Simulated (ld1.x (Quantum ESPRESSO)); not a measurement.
# Before and after: TM potential for Pb (Z = 82)

ld1.x (Quantum ESPRESSO) 7.5 input, shortened:

```
&input
   title='Pb', zed=82., rel=1, dft='PZ', iswitch=3,
   config='[Xe] 4f14 5d10 6s1.75 6p2.25 6d-2'
 /
 &inputp
   pseudotype=2, tm=.true., lloc=0,
   nlcc=.false.
 /
3
6P  2  1   2.25   0.00  2.45  2.45  0.0
6D  3  2  -2.00   0.50  1.95  1.95  0.0
6S  1  0   1.75   0.00  1.85  1.85  0.0
 &test
   configts(1)='6s1.75 6p2.25'
 /
```

Change: local potential the d channel.

Cutoffs: the cutoffs (Ry, on a coarse ladder) from which the occupation-weighted sum of valence levels, in a spherical-Bessel basis at the reference potential, stays within 10 and 1 mRy of its value at 400 Ry; they do not see the model core or the augmentation charge, which bear on the density cutoff. Errors are all-electron minus pseudo energies relative to the spin-unpolarised reference configuration.

Q: How do hardness, ghosts and transferability respond?

A: The potential gets harder (21 Ry and 45 Ry → 25 Ry and 45 Ry); the bound ghosts move from d to p, s; of the 9 tests that both files solve, the error grows in 0 and shrinks in 1 by more than 15 % and 0.3 meV (median size 13.9 → 12.7 meV); the range in which the p phases agree widens (upper end 3.3 → 4.7). In the separable form a ghost depends on how the local part lies against the semilocal potential of the channel, so the choice of the local part can create or remove one.

| quantity | base | changed |
| --- | --- | --- |
| cutoff, loose | 21 Ry | 25 Ry |
| cutoff, tight | 45 Ry | 45 Ry |
| loose cutoff by channel (10 mRy a level) | p 8 Ry, s 18 Ry | s 21 Ry, p 8 Ry |
| bound ghosts | d | s, p |
| error for 6s2 6p2, meV [ΔE -2.17 eV] | +1.5 | +1.4 |
| error for 6s2 6p1, meV [ΔE 4.67 eV] | +14 | +13 |
| error for 6s2 6p0, meV [ΔE 18.43 eV] | +79 | +71 |
| error for 6s2 6p1.5, meV [ΔE 0.44 eV] | +4.7 | +4.6 |
| error for 6s1 6p0, meV [ΔE 51.31 eV] | +279 | +258 |
| error for 6s2 6p2.3, meV [ΔE -3.02 eV] | +1.3 | +0.9 |
| error for 6s1 6p3, meV [ΔE 6.65 eV] | +11 | +10.0 |
| error for 6s1.75 6p2.25 (spin-polarised), meV [ΔE -0.70 eV] | +190 | +189 |
| error for 6s2 6p2 (spin-polarised), meV [ΔE -2.62 eV] | +91 | +90 |
| s: phases at 2.65 bohr within 0.05 rad from the reference energy up to (Ry; the scan ends near 5) | 2.3 | 2.3 |
| p: phases at 2.65 bohr within 0.05 rad from the reference energy up to (Ry; the scan ends near 5) | 3.3 | 4.7 |
| d: phases at 2.65 bohr within 0.05 rad from the reference energy up to (Ry; the scan ends near 5) | 1.3 | 0.8 |

 A true bound ghost makes a file unfit for plane-wave use even where its test errors are small: the radial tests pick states by their node count and pass the ghost by.
